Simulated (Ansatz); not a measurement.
Species: Si2H3, charge 0, doublet. Si2H3 (SMILES [Si][SiH3], doublet).
B3LYP-D3(BJ)/def2-TZVP minimum from Ansatz (an electronic-structure program):
```xyz
5

Si     1.3556    -0.0430     0.0636
Si    -1.0216     0.0376    -0.0641
H     -1.6200     1.3803    -0.2902
H     -1.3972    -0.3963     1.3167
H     -1.6584    -0.9078    -1.0196
```
Charge 0, spin multiplicity 2.

Atomisation energy term by term, kcal/mol (programs: Ansatz). Radicals and triplets start from unrestricted determinants; spin-orbit coupling is neglected. Correlated methods leave the cores frozen. Rows without X2C or -DK are non-relativistic. CBS(X,Y): correlation extrapolated as X^-3, Hartree-Fock from the larger set. A bracket is a step between two methods taken in the basis named. 'core' is core correlation in cc-pwCVTZ (1s frozen past Ne), 'X2C' scalar relativity in cc-pVTZ-DK, both at CCSD(T). For partners of very few electrons the exact lower level stands in for a higher one. The UHF reference of H3Si2 ([Si][SiH3], doublet) is spin-contaminated (<S^2> up to 0.28 over the pure value in the sets run).

```json
[
 {"term": "Hartree-Fock", "basis": "cc-pV(Q+d)Z", "kcal/mol": "216.41"},
 {"term": "CCSD correlation", "basis": "CBS(cc-pV(T+d)Z,cc-pV(Q+d)Z)", "kcal/mol": "68.49"},
 {"term": "(T)", "basis": "CBS(cc-pV(T+d)Z,cc-pV(Q+d)Z)", "kcal/mol": "3.06"},
 {"term": "CCSDT(Q) - CCSD(T)", "basis": "cc-pV(T+d)Z", "kcal/mol": "0.35"},
 {"term": "core correlation", "basis": "cc-pwCVTZ", "kcal/mol": "-0.15"},
 {"term": "scalar relativity", "basis": "X2C, cc-pVTZ-DK", "kcal/mol": "-0.71"},
 {"term": "sum: De", "basis": "", "kcal/mol": "287.5"}
]
```

The step beyond CCSD(T) by other levels: CCSDT(Q) in cc-pV(D+d)Z 0.46 kcal/mol.
